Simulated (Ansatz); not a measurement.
Steps of a relaxation of C4H4F6O, SMILES `FCC(F)(F)OC(F)(F)CF` with RKS PBE0-D4/def2-TZVP.

```sh
$ ansatz run in.yaml --threads 4 --pin off --events-out ev --progress --plain --max-ram 66560MiB --backend cuda --devices 0, --max-vram 37GiB
```

```yaml
crystal:
  periodic: [false, false, false]
  atoms:
    - {symbol: F, position_ang: [-2.101050, 1.871400, 0.038450]}
    - {symbol: C, position_ang: [-2.260200, 0.642220, -0.515120]}
    - {symbol: C, position_ang: [-1.232080, -0.334130, 0.069240]}
    - {symbol: F, position_ang: [-1.381120, -1.527720, -0.558230]}
    - {symbol: F, position_ang: [-1.479220, -0.588160, 1.367270]}
    - {symbol: O, position_ang: [0.027980, 0.167450, -0.126200]}
    - {symbol: C, position_ang: [1.107510, -0.402720, 0.495490]}
    - {symbol: F, position_ang: [1.083730, -1.745940, 0.418990]}
    - {symbol: F, position_ang: [1.103990, -0.125300, 1.823710]}
    - {symbol: C, position_ang: [2.397140, 0.168720, -0.106110]}
    - {symbol: F, position_ang: [2.410670, -0.027810, -1.449190]}
    - {symbol: H, position_ang: [-2.097690, 0.723770, -1.593840]}
    - {symbol: H, position_ang: [-3.267680, 0.283160, -0.282550]}
    - {symbol: H, position_ang: [3.256520, -0.349760, 0.330600]}
    - {symbol: H, position_ang: [2.431490, 1.244820, 0.087470]}
basis:
  gaussian: {orbitals: def2-TZVP}
hamiltonian: {xc: pbe0, dispersion: d4}
relax: {f_tol: 0.005, max_steps: 150}
```

Positions (Å) and forces (eV/Å) along the path, 8 of 10 steps:

```xyz
15
step=1 energy=-22548.9038 eV
F    -2.101    1.871    0.038    0.076    0.323    0.236
C    -2.260    0.642   -0.515    0.280   -0.264    0.024
C    -1.232   -0.334    0.069   -0.588   -0.398   -0.106
F    -1.381   -1.528   -0.558   -0.019    0.330   -0.127
F    -1.479   -0.588    1.367    0.069    0.280   -0.055
O     0.028    0.167   -0.126   -0.005   -0.016    0.010
C     1.108   -0.403    0.495    0.505   -0.123    0.509
F     1.084   -1.746    0.419    0.002    0.136   -0.262
F     1.104   -0.125    1.824    0.105    0.195   -0.279
C     2.397    0.169   -0.106   -0.328   -0.026    0.199
F     2.411   -0.028   -1.449   -0.044   -0.130   -0.383
H    -2.098    0.724   -1.594   -0.056   -0.161    0.040
H    -3.268    0.283   -0.283    0.133   -0.150   -0.105
H     3.257   -0.350    0.331   -0.143    0.092    0.149
H     2.431    1.245    0.087    0.014   -0.087    0.150
15
step=3 energy=-22548.9508 eV
F    -2.104    1.861    0.109   -0.028   -0.040   -0.011
C    -2.239    0.648   -0.504    0.000    0.013    0.024
C    -1.242   -0.341    0.064   -0.016   -0.019   -0.024
F    -1.404   -1.505   -0.598    0.006    0.010    0.014
F    -1.487   -0.590    1.359    0.012   -0.013    0.008
O     0.026    0.156   -0.118    0.000    0.008   -0.008
C     1.116   -0.402    0.505    0.017    0.015    0.030
F     1.093   -1.741    0.425   -0.015   -0.008    0.008
F     1.136   -0.087    1.817   -0.006   -0.010   -0.015
C     2.376    0.164   -0.118   -0.001   -0.019   -0.019
F     2.400   -0.098   -1.458    0.021   -0.005    0.046
H    -2.056    0.751   -1.576    0.009    0.029    0.003
H    -3.242    0.253   -0.325    0.004    0.020   -0.008
H     3.232   -0.311    0.367    0.001    0.014   -0.017
H     2.394    1.243    0.050   -0.003    0.005   -0.029
15
step=4 energy=-22548.9539 eV
F    -2.122    1.850    0.146   -0.015   -0.060   -0.021
C    -2.237    0.651   -0.498   -0.049    0.042   -0.001
C    -1.242   -0.344    0.059    0.051    0.016    0.013
F    -1.403   -1.500   -0.615    0.002   -0.016    0.009
F    -1.485   -0.604    1.353   -0.005   -0.029    0.001
O     0.026    0.155   -0.118    0.003    0.022   -0.018
C     1.117   -0.398    0.509   -0.048    0.003   -0.026
F     1.089   -1.738    0.439   -0.002   -0.009    0.027
F     1.139   -0.070    1.816   -0.007   -0.012    0.012
C     2.374    0.160   -0.122    0.057    0.001   -0.032
F     2.410   -0.140   -1.455    0.005    0.003    0.066
H    -2.041    0.782   -1.565    0.011    0.023    0.019
H    -3.240    0.245   -0.345    0.008    0.020    0.000
H     3.232   -0.293    0.381   -0.004    0.007   -0.021
H     2.384    1.243    0.015   -0.009   -0.010   -0.028
15
step=5 energy=-22548.9574 eV
F    -2.166    1.820    0.235   -0.015   -0.143   -0.090
C    -2.241    0.658   -0.483   -0.052    0.106   -0.020
C    -1.240   -0.348    0.043    0.056    0.029    0.050
F    -1.394   -1.486   -0.663    0.012   -0.019    0.002
F    -1.479   -0.645    1.330   -0.002   -0.021   -0.030
O     0.027    0.162   -0.124    0.003    0.008   -0.006
C     1.116   -0.384    0.517   -0.058   -0.028   -0.052
F     1.079   -1.725    0.483    0.002    0.023    0.029
F     1.140   -0.019    1.814   -0.015   -0.004    0.016
C     2.377    0.147   -0.132    0.077    0.034   -0.087
F     2.432   -0.241   -1.443   -0.001    0.048    0.165
H    -2.016    0.857   -1.536   -0.024    0.000    0.103
H    -3.241    0.224   -0.383    0.057    0.050    0.002
H     3.235   -0.262    0.411   -0.046    0.023   -0.058
H     2.370    1.240   -0.068    0.007   -0.104   -0.025
15
step=6 energy=-22548.9440 eV rejected
F    -2.159    1.790    0.271   -0.089    0.268    0.065
C    -2.245    0.657   -0.475    0.163   -0.258    0.128
C    -1.221   -0.340    0.027   -0.146   -0.291   -0.167
F    -1.350   -1.476   -0.693   -0.080    0.053   -0.116
F    -1.441   -0.677    1.303   -0.077    0.093    0.153
O     0.032    0.190   -0.146    0.004    0.040   -0.031
C     1.102   -0.362    0.510    0.110    0.057    0.351
F     1.040   -1.699    0.514    0.071   -0.137   -0.118
F     1.104    0.021    1.806    0.104    0.105   -0.007
C     2.379    0.138   -0.133   -0.235   -0.151    0.183
F     2.414   -0.280   -1.426    0.133   -0.017   -0.261
H    -2.020    0.873   -1.517   -0.044    0.080   -0.145
H    -3.237    0.214   -0.372   -0.032    0.003   -0.013
H     3.227   -0.274    0.417    0.036    0.006    0.006
H     2.374    1.225   -0.088    0.082    0.147   -0.029
15
step=7 energy=-22548.9597 eV
F    -2.173    1.809    0.251   -0.005   -0.027   -0.010
C    -2.246    0.657   -0.478   -0.013    0.022   -0.005
C    -1.235   -0.349    0.033    0.031    0.011    0.001
F    -1.381   -1.480   -0.687    0.001    0.011    0.006
F    -1.471   -0.664    1.316    0.001   -0.008   -0.015
O     0.029    0.170   -0.130   -0.005   -0.030    0.023
C     1.113   -0.373    0.520   -0.028    0.008   -0.016
F     1.069   -1.714    0.504    0.000    0.012    0.011
F     1.133    0.008    1.813    0.001   -0.003   -0.012
C     2.380    0.141   -0.132    0.018    0.007   -0.018
F     2.434   -0.260   -1.436    0.001    0.002    0.029
H    -2.028    0.871   -1.527   -0.001   -0.003    0.014
H    -3.242    0.220   -0.377    0.011    0.008    0.003
H     3.234   -0.268    0.414   -0.010    0.001   -0.011
H     2.383    1.232   -0.082   -0.002   -0.014   -0.001
15
step=9 energy=-22548.9603 eV
F    -2.183    1.794    0.284   -0.001   -0.001   -0.001
C    -2.247    0.659   -0.471    0.000   -0.005    0.004
C    -1.232   -0.352    0.021   -0.006   -0.005    0.000
F    -1.372   -1.470   -0.720   -0.001    0.005    0.003
F    -1.467   -0.693    1.297    0.000    0.003   -0.006
O     0.029    0.174   -0.133    0.000    0.002   -0.002
C     1.111   -0.362    0.525    0.005   -0.002    0.006
F     1.062   -1.703    0.535    0.002    0.007   -0.001
F     1.131    0.044    1.811    0.001   -0.002   -0.005
C     2.381    0.134   -0.136   -0.002   -0.005    0.003
F     2.436   -0.296   -1.430    0.001    0.001    0.002
H    -2.029    0.897   -1.514    0.000    0.000    0.001
H    -3.241    0.214   -0.380   -0.002    0.002    0.000
H     3.232   -0.266    0.421    0.002    0.001   -0.001
H     2.388    1.225   -0.110    0.000   -0.001   -0.001
15
step=10 energy=-22548.9603 eV
F    -2.185    1.793    0.286   -0.001    0.000    0.000
C    -2.248    0.659   -0.470    0.004    0.003   -0.003
C    -1.232   -0.352    0.020   -0.003   -0.003    0.001
F    -1.372   -1.469   -0.722    0.001   -0.001   -0.002
F    -1.467   -0.693    1.296    0.001    0.000    0.004
O     0.029    0.175   -0.134    0.000    0.002   -0.002
C     1.111   -0.361    0.525    0.002   -0.002    0.003
F     1.062   -1.702    0.536   -0.001   -0.003   -0.001
F     1.131    0.046    1.810   -0.001    0.002    0.002
C     2.382    0.133   -0.136   -0.003    0.004   -0.003
F     2.437   -0.299   -1.429    0.001    0.000    0.000
H    -2.030    0.898   -1.513   -0.001    0.000    0.001
H    -3.242    0.213   -0.381    0.002   -0.001    0.000
H     3.233   -0.266    0.422   -0.003    0.000    0.000
H     2.389    1.225   -0.111    0.001   -0.001    0.000
```

It took 32 s on 4 threads of an AMD EPYC 7R13 on a shared host and a share of an NVIDIA H100 80 GB, with 1 GiB of host memory at the peak.
